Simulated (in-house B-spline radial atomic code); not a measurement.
In⁸⁺. Computed with a B-spline radial atomic code. Model: all-electron spherical atom, spin shells full or empty, radial basis limit, no spin-orbit coupling: exact exchange with a local potential (Slater, KLI or optimised effective potential, whose far tail is KLI's), no correlation.

Exchange potential has not reached -1/r at the last radius.

The run also made RPA and GW results, which its time includes.

The Slater potential averages the orbital exchange potentials with the orbital densities as weights, KLI adds orbital constants, and the optimised effective potential minimises the exact-exchange energy among local potentials. So their energies lie above Hartree-Fock in the order OEP, KLI, Slater. All fall off as −1/r, unlike LDA and GGA exchange.

Command:
```bash
python run_gw.py task.json out
```
Settings (nuclear radius in fm, other lengths in bohr, energies in hartree):
```
Z                      49
electrons              41
configuration          [Kr] 4d5
hamiltonian            x2c
method                 slater
lmax                   9
rms_radius             4.6156
spin_polarised         True
box_radius             7.7
intervals              96
```

Run time, properties included: 16 s on 1 thread of Arm Neoverse N1, on a shared host.

Given: hamiltonian one-electron scalar X2C; mean-field start Slater potential.

Computed: energy above Hartree-Fock 339.43 millihartree.

```json
{"radius (bohr)": "0.00102", "r times exchange potential up (hartree bohr)": "-0.05828", "r times exchange potential down (hartree bohr)": "-0.058283"}
{"radius (bohr)": "0.00126", "r times exchange potential up (hartree bohr)": "-0.071868", "r times exchange potential down (hartree bohr)": "-0.071871"}
{"radius (bohr)": "0.00156", "r times exchange potential up (hartree bohr)": "-0.088749", "r times exchange potential down (hartree bohr)": "-0.088752"}
{"radius (bohr)": "0.00192", "r times exchange potential up (hartree bohr)": "?", "r times exchange potential down (hartree bohr)": "?"}
{"radius (bohr)": "0.00238", "r times exchange potential up (hartree bohr)": "-0.13426", "r times exchange potential down (hartree bohr)": "-0.13426"}
{"radius (bohr)": "0.00294", "r times exchange potential up (hartree bohr)": "-0.1647", "r times exchange potential down (hartree bohr)": "-0.16471"}
{"radius (bohr)": "0.00363", "r times exchange potential up (hartree bohr)": "-0.20141", "r times exchange potential down (hartree bohr)": "-0.20142"}
{"radius (bohr)": "0.00448", "r times exchange potential up (hartree bohr)": "-0.24533", "r times exchange potential down (hartree bohr)": "-0.24534"}
{"radius (bohr)": "0.00554", "r times exchange potential up (hartree bohr)": "-0.29791", "r times exchange potential down (hartree bohr)": "-0.29793"}
{"radius (bohr)": "0.00684", "r times exchange potential up (hartree bohr)": "-0.35891", "r times exchange potential down (hartree bohr)": "-0.35892"}
{"radius (bohr)": "0.00845", "r times exchange potential up (hartree bohr)": "-0.42898", "r times exchange potential down (hartree bohr)": "-0.42899"}
{"radius (bohr)": "0.0104", "r times exchange potential up (hartree bohr)": "-0.50569", "r times exchange potential down (hartree bohr)": "-0.50571"}
{"radius (bohr)": "0.0129", "r times exchange potential up (hartree bohr)": "-0.59138", "r times exchange potential down (hartree bohr)": "-0.5914"}
{"radius (bohr)": "0.0159", "r times exchange potential up (hartree bohr)": "-0.67659", "r times exchange potential down (hartree bohr)": "-0.67661"}
{"radius (bohr)": "0.0197", "r times exchange potential up (hartree bohr)": "-0.75962", "r times exchange potential down (hartree bohr)": "-0.75964"}
{"radius (bohr)": "0.0243", "r times exchange potential up (hartree bohr)": "-0.82775", "r times exchange potential down (hartree bohr)": "-0.82777"}
{"radius (bohr)": "0.0301", "r times exchange potential up (hartree bohr)": "-0.87286", "r times exchange potential down (hartree bohr)": "-0.87287"}
{"radius (bohr)": "0.0371", "r times exchange potential up (hartree bohr)": "-0.88915", "r times exchange potential down (hartree bohr)": "-0.88913"}
{"radius (bohr)": "0.0459", "r times exchange potential up (hartree bohr)": "-0.90308", "r times exchange potential down (hartree bohr)": "-0.90294"}
{"radius (bohr)": "0.0567", "r times exchange potential up (hartree bohr)": "-0.96662", "r times exchange potential down (hartree bohr)": "-0.96609"}
{"radius (bohr)": "0.07", "r times exchange potential up (hartree bohr)": "-1.0943", "r times exchange potential down (hartree bohr)": "-1.0931"}
{"radius (bohr)": "0.0865", "r times exchange potential up (hartree bohr)": "-1.2478", "r times exchange potential down (hartree bohr)": "-1.2456"}
{"radius (bohr)": "0.107", "r times exchange potential up (hartree bohr)": "-1.3731", "r times exchange potential down (hartree bohr)": "-1.3696"}
{"radius (bohr)": "0.132", "r times exchange potential up (hartree bohr)": "-1.422", "r times exchange potential down (hartree bohr)": "-1.4163"}
{"radius (bohr)": "0.163", "r times exchange potential up (hartree bohr)": "-1.3996", "r times exchange potential down (hartree bohr)": "-1.3849"}
{"radius (bohr)": "0.202", "r times exchange potential up (hartree bohr)": "-1.4472", "r times exchange potential down (hartree bohr)": "-1.4205"}
{"radius (bohr)": "0.249", "r times exchange potential up (hartree bohr)": "-1.6313", "r times exchange potential down (hartree bohr)": "-1.6045"}
{"radius (bohr)": "0.308", "r times exchange potential up (hartree bohr)": "-1.8155", "r times exchange potential down (hartree bohr)": "-1.7969"}
{"radius (bohr)": "0.38", "r times exchange potential up (hartree bohr)": "?", "r times exchange potential down (hartree bohr)": "?"}
{"radius (bohr)": "0.47", "r times exchange potential up (hartree bohr)": "-1.7119", "r times exchange potential down (hartree bohr)": "-1.7418"}
{"radius (bohr)": "0.58", "r times exchange potential up (hartree bohr)": "-1.5401", "r times exchange potential down (hartree bohr)": "-1.4793"}
{"radius (bohr)": "0.717", "r times exchange potential up (hartree bohr)": "-1.6946", "r times exchange potential down (hartree bohr)": "-1.4186"}
{"radius (bohr)": "0.886", "r times exchange potential up (hartree bohr)": "-1.8679", "r times exchange potential down (hartree bohr)": "-1.4826"}
{"radius (bohr)": "1.09", "r times exchange potential up (hartree bohr)": "-1.8663", "r times exchange potential down (hartree bohr)": "-1.4794"}
{"radius (bohr)": "1.35", "r times exchange potential up (hartree bohr)": "-1.7018", "r times exchange potential down (hartree bohr)": "-1.4019"}
{"radius (bohr)": "1.67", "r times exchange potential up (hartree bohr)": "-1.4807", "r times exchange potential down (hartree bohr)": "-1.3018"}
{"radius (bohr)": "2.06", "r times exchange potential up (hartree bohr)": "-1.2939", "r times exchange potential down (hartree bohr)": "-1.2144"}
```

Q: What belongs in the row 0.00192?

A: r times exchange potential up (hartree bohr): -0.10886; r times exchange potential down (hartree bohr): -0.10886.

Q: What belongs in the row 0.38?

A: r times exchange potential up (hartree bohr): -1.8659; r times exchange potential down (hartree bohr): -1.8632.

```csv
occupied,level (hartree),Hartree-Fock level (hartree)
1s up,-1032.4,-1037.2
1s down,?,?
2s up,-160.97,-163.22
2s down,-160.91,-163.11
2p up,-145.68,-146.87
2p down,-145.64,-146.76
3s up,-35.714,-36.638
3s down,?,?
3p up,-30.631,-31.144
3p down,-30.584,-31.081
3d up,-22.657,-22.628
3d down,-22.593,-22.486
4s up,-10.083,-10.378
4s down,-9.7742,-9.8911
4p up,-8.4778,-8.5902
4p down,-8.1666,-7.9953
4d up,-6.0442,-5.8169
```

Q: What belongs in the row 1s down?

A: level (hartree): -1032.4; Hartree-Fock level (hartree): -1037.2.

Q: What belongs in the row 3s down?

A: level (hartree): -35.671; Hartree-Fock level (hartree): -36.586.

```tsv
empty	level (hartree)
4d down	-5.7462
5s up	-4.2802
5s down	-4.1621
5p up	-3.7378
5p down	?
4f up	?
4f down	-3.3125
5d up	-2.9204
5d down	-2.8513
```

Q: What belongs in the row 5p down?

A: level (hartree): -3.6399.

Q: What belongs in the row 4f up?

A: level (hartree): -3.5469.

The highest level, 4d up, differs from Hartree-Fock by -6.2 eV and the deepest, 1s up, by +133 eV: the Slater potential lacks the response part and is deeper than the optimised one throughout, so the top level comes too deep.
